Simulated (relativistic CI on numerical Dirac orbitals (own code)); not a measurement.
# Calculated levels, Tb²³⁺

Method of calculation: Dirac-Coulomb-Breit CI, separate exchange-only KLI orbitals for each configuration, a model potential for QED, unscaled Slater integrals (own radial code, finite nucleus).

CI space (outside the closed core [Ar] 3d10): 4s2 4p6 4d6, 4s2 4p5 4d7, 4s2 4p6 4d5 4f, 4s 4p6 4d7, 4s2 4p5 4d6 4f, 4s2 4p6 4d5 5s, 4s 4p6 4d6 4f, 4s2 4p6 4d5 5p, 4s2 4p6 4d4 4f 5s, 4s2 4p6 4d5 5d, 4s2 4p5 4d6 5s, 4s2 4p6 4d4 5s 5p, 4s2 4p6 4d5 5f, 4s2 4p6 4d5 6s, 4s 4p6 4d6 5s, 4p6 4d7 5p, 4p6 4d8, 4p5 4d9, 4p5 4d8 4f, 4s2 4p6 4d4 5s2, 4s2 4p6 4d3 4f 5s2, 4s2 4p5 4d4 4f 5s2, 4s 4p6 4d4 4f 5s2. Double excitations out of closed p, d and f shells are left out; levels of such configurations are missing from the list, as are those of other unlisted configurations, and high levels can miss mixing partners. These lack a partner that the ground configuration has and come out too high: 4s2 4p5 4d6 5s.

The lowest level is 4s2 4p6 4d6 5D_4, with 59 % of that term; Hund's rules for 4s2 4p6 4d6 give 5D with J = 4, in agreement.

```csv
No.,Configuration,Term,J,E (eV),%,Next component (%),Lifetime (s),jj configuration (%)
1,4s2 4p6 4d6,5D,4,0.0000,59,29 3F,,4d5/2^2 (79)
2,4s2 4p6 4d6,3P,2,2.5243,40,32 5D,2.31e+02,4d5/2^2 (83)
3,4s2 4p6 4d6,5D,3,5.5320,81,12 3F,3.85e-04,4d3/2^3 4d5/2^3 (85)
4,4s2 4p6 4d6,5D,0,6.2251,51,32 3P,1.21e+01,4d5/2^2 (52)
5,4s2 4p6 4d6,5D,1,7.0693,68,23 3P,4.53e-04,4d3/2^3 4d5/2^3 (86)
6,4s2 4p6 4d6,5D,4,7.5006,26,26 3H,2.70e-04,4d3/2^3 4d5/2^3 (79)
7,4s2 4p6 4d6,3H,6,9.5687,74,25 1I,5.35e+01,4d3/2^3 4d5/2^3 (96)
8,4s2 4p6 4d6,3G,5,9.6215,53,45 3H,1.40e-03,4d3/2^3 4d5/2^3 (98)
9,4s2 4p6 4d6,3F,2,11.5881,50,27 1D,2.93e-04,4d3/2^3 4d5/2^3 (75)
10,4s2 4p6 4d6,3F,3,11.8994,35,34 3G,2.97e-04,4d3/2^3 4d5/2^3 (88)
11,4s2 4p6 4d6,5D,2,13.4081,45,28 3P,1.16e-04,4d3/2^2 4d5/2^4 (69)
12,4s2 4p6 4d6,3G,4,15.2743,39,29 3H,5.01e-04,4d3/2^3 4d5/2^3 (60)
13,4s2 4p6 4d6,3D,1,15.4877,58,31 3P,3.14e-04,4d3/2^3 4d5/2^3 (78)
14,4s2 4p6 4d6,3P,0,16.2164,52,26 5D,9.05e-05,4d3/2^2 4d5/2^4 (54)
15,4s2 4p6 4d6,3D,2,16.2329,49,32 3P,2.86e-04,4d3/2^3 4d5/2^3 (55)
16,4s2 4p6 4d6,3P,0,16.4799,47,38 1S,3.09e-04,4d3/2^3 4d5/2^3 (61)
17,4s2 4p6 4d6,3F,4,16.5577,44,23 3H,1.19e-04,4d3/2^2 4d5/2^4 (79)
18,4s2 4p6 4d6,3F,3,17.3007,42,39 3D,2.21e-04,4d3/2^3 4d5/2^3 (74)
19,4s2 4p6 4d6,3H,5,17.4317,53,45 3G,2.26e-04,4d3/2^2 4d5/2^4 (98)
20,4s2 4p6 4d6,1F,3,18.3818,51,25 3F,1.63e-04,4d3/2^2 4d5/2^4 (55)
21,4s2 4p6 4d6,1I,6,18.7273,74,25 3H,2.94e-04,4d3/2^2 4d5/2^4 (96)
22,4s2 4p6 4d6,3G,3,19.2731,53,35 3F,1.87e-04,4d3/2^2 4d5/2^4 (90)
23,4s2 4p6 4d6,3P,1,21.4679,67,32 3D,1.75e-04,4d3/2^2 4d5/2^4 (75)
24,4s2 4p6 4d6,1G,4,22.0006,64,23 3F,1.88e-04,4d3/2^2 4d5/2^4 (73)
25,4s2 4p6 4d6,1D,2,22.1359,44,27 3F,1.44e-04,4d3/2^2 4d5/2^4 (76)
26,4s2 4p6 4d6,3P,1,25.2684,77,21 5D,3.72e-05,4d3/2 4d5/2^5 (78)
27,4s2 4p6 4d6,3F,2,25.9894,80,9 3P,9.06e-05,4d3/2^2 4d5/2^4 (89)
28,4s2 4p6 4d6,3F,4,26.2671,72,11 1G,9.64e-05,4d3/2^2 4d5/2^4 (73)
29,4s2 4p6 4d6,1G,4,30.0349,67,15 3F,5.89e-05,4d3/2 4d5/2^5 (62)
30,4s2 4p6 4d6,3P,2,31.1623,58,19 1D,6.44e-05,4d3/2 4d5/2^5 (80)
```

Energies count from the lowest computed level; lifetimes are radiative, by E1, M1, E2, M2, E3 decay to levels of this space only. Filled j subshells are mostly left out of the jj labels.

The mean weight of the leading LS term, summed over parents, in these 30 levels is 56 %, and that of the leading jj configuration (from the same eigenvectors) 77 %, so jj coupling describes them better and the LS labels are nominal.

At this charge energies of transitions that change n are usually good to better than 1 %, and those within a shell (Δn = 0) to a few per cent. Terms inside the open d or f shell come out 10 to 20 % too wide with unscaled integrals.

LS names give the leading component of a level, which can be under half, so a name can repeat, a term be missing and a line seem to break the LS rules.
